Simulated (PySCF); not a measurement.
The vertical singlet excitations below were computed for one of the candidates. Method used: PySCF, TDDFT CAM-B3LYP/def2-SVPD, vertical, gas phase, core orbitals frozen in the response. Geometries: PBE0-D3(BJ)/def2-SVP, one conformer each. Atoms past krypton carry core potentials; spin–orbit coupling is left out.

```json
{"state": "S1", "E (eV)": "2.55", "f": "0.0000"}
{"state": "S2", "E (eV)": "5.09", "f": "0.043"}
{"state": "S3", "E (eV)": "5.64", "f": "0.302"}
{"state": "S4", "E (eV)": "6.02", "f": "0.062"}
{"state": "S5", "E (eV)": "6.21", "f": "0.016"}
{"state": "S6", "E (eV)": "6.38", "f": "0.042"}
```

Problem. Which structure fits?
A. `CC(C)[Te]C(C)C`
B. `CC(=S)[C@H]1C=C(C)C1`
C. `C/C=C(\C)[C@H](C)CCl`

Solution. B. Its S1, at 2.55 eV, is the lowest among the candidates; the nearest of the others has S1 at 3.72 eV. S1 is HOMO→LUMO (98%). S1 has the pattern of n→π* at C=S. At the same level the other candidates give, for their lowest levels:
- `C/C=C(\C)[C@H](C)CCl`: 6.55 eV (f 0.024); 6.90 eV (f 0.439); 7.25 eV (f 0.007); 7.31 eV (f 0.002); 7.37 eV (f 0.045); T1 4.22 eV; HOMO -8.25, LUMO 1.11 eV
- `CC(C)[Te]C(C)C`: 3.72 eV (f 0.000); 4.92 eV (f 0.001); 5.51 eV (f 0.112); 5.79 eV (f 0.033); 6.08 eV (f 0.025); T1 3.26 eV; HOMO -6.81, LUMO 0.44 eV

Conformer computed: `[CH3:1][C:2](=[S:3])[C@H:4]1[CH:5]=[C:6]([CH3:7])[CH2:8]1`: C1–C2–C4–C5 -28°.
Triplets come from the Tamm–Dancoff approximation.
